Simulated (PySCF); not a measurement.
Computed with PBE-D3(BJ)/def2-TZVP run with PySCF. Isolated molecules, 0 K electronic values unless said otherwise. One relaxed conformer stands for a flexible species; it need not be the lowest. 

Reference species (SMILES): `[SnH4]` (neutral, multiplicity 1).

* **HOMO–LUMO gap**: 7.52 eV
* **LUMO**: -0.40 eV

Changed species: `[SnH2]([OH])[OH]` (H–O–Sn–O torsion -105°, O–Sn–O–H torsion 52°) (2 of 4 H replaced by OH; the reference has 0 of 4 H replaced by OH).

Question: Give the shifts of the HOMO–LUMO gap and LUMO.

Answer: the HOMO–LUMO gap decreases by 2.30 eV, to 5.22 eV; the LUMO falls by 1.15 eV, to -1.55 eV.
